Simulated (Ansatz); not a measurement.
A structure relaxed at PBE-D4/def2-SVP in Ansatz, charge 1, singlet:

| atom | x (Å) | y (Å) | z (Å) |
| --- | --- | --- | --- |
| Rb1 | -2.723 | -1.857 | -1.185 |
| Rb2 | -0.119 | 3.377 | -0.936 |
| Rb3 | 3.096 | -1.507 | -0.670 |
| Rb4 | -0.203 | -0.010 | 2.244 |
| Br5 | 0.145 | -2.640 | 0.186 |
| Br6 | -2.373 | 1.184 | -0.022 |
| Br7 | 2.177 | 1.453 | 0.384 |

**Question.** Give its formula and point group.

**Answer.** the cluster Rb4Br3⁺. Point group C3v (tolerance 0.1 Å).

**Question.** Summarise the bond lengths by kind (pairs closer than 1.2 times the sum of covalent radii, bridged metal pairs left out).

**Answer.** 9 × Br–Rb 3.27 to 3.36 Å.

In the def2 sets Rb takes a core potential; there is no spin–orbit coupling. The structure comes from a short search, and lower isomers may exist.
